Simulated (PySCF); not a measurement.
## Two structures, one formula

Two relaxed structures of SiH3TeCl, closed shell (PBE0-D4/def2-TZVP; forces vanish, vibrations not checked).

A:

| atom | x (Å) | y (Å) | z (Å) |
| --- | --- | --- | --- |
| Cl1 | -2.1032 | -1.8399 | 0.6719 |
| Si2 | 1.3415 | 0.3340 | 0.6428 |
| Te3 | -0.7453 | -0.4086 | -0.6346 |
| H4 | 2.0578 | -0.5875 | -0.3397 |
| H5 | -1.6315 | 0.9341 | -0.2102 |
| H6 | 0.9717 | 1.3362 | -0.4997 |

B:

Cl1  (-2.051, -0.807, 0.143)
Si2  (-0.211, -0.198, -0.541)
Te3  (1.545, -0.185, 1.208)
H4  (0.243, -1.164, -1.566)
H5  (-0.389, 1.156, -1.110)
H6  (0.898, 1.180, 1.892)
(Å)

Computed with PySCF 2.14 with density fitting (its default auxiliary sets; JK sets also for MP2 and CCSD(T)) (basis: def2-TZVPP); correlated methods freeze the cores. Filled d shells of the heavier atoms are correlated. Core potentials replace the inner electrons of the atoms past krypton. The def2 sets are not built for correlating such inner shells, so the correlated values are less sure here. B3LYP uses VWN-RPA correlation.

(1) Which structure is lower at CCSD(T), and by how much? (Judge from chemistry; the value comes from the calculation.)

No T1 diagnostic of these runs exceeds 0.015.

## Answers

(1) By the calculation: B, by 3.102 eV (electronic energy, against the other). By their contacts, A is SiH₃TeCl ([SiH2][TeH][Cl]) and B is SiH₃TeCl ([Cl][SiH2][TeH]).

All methods give the same order:

```
   method  E(B) − E(A) (eV)
   PBE-D4            -2.603
r2SCAN-D4            -2.930
  PBE0-D4            -2.907
 B3LYP-D4            -2.859
  wB97M-V            -3.030
       HF            -3.577
      MP2            -3.317
     CCSD            -3.191
  CCSD(T)            -3.102
```

Labels in which every atom is bracketed show which atoms are joined, not bond orders.

For scale, one of the runs: CCSD(T)/def2-TZVPP, 176 basis functions, launched by `OMP_NUM_THREADS=2 python run.py`. Time: 4.2 min of wall clock on 2 CPU threads of an Intel Xeon 6975P-C; the host was shared. Peak host memory: 1.9 GiB.
